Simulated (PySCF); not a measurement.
**Radial density of Al+ (aluminium, charge +1)**

UHF, [Ne] 3s2, closed-shell 1S. All numbers are calculated (PySCF 2.14, the spin-free X2C one-electron Hamiltonian (Gaussian nucleus), in cc-pVTZ-DK).

```
r (bohr)  4πr²ρ (e/bohr)
 0.00168         0.05583
 0.00283          0.1471
 0.00475          0.3833
 0.00800          0.9717
  0.0135           2.340
  0.0226           5.143
  0.0381           9.673
  0.0640           14.01
   0.108           13.50
   0.181           8.942
   0.305           10.33
   0.512           12.40
   0.862           5.326
    1.45           1.168
    2.44          0.8725
    4.10          0.1554
    6.90        0.002602
```

Densities and radii are taken from the X2C orbitals without a picture-change correction, which distorts them close to the nucleus.
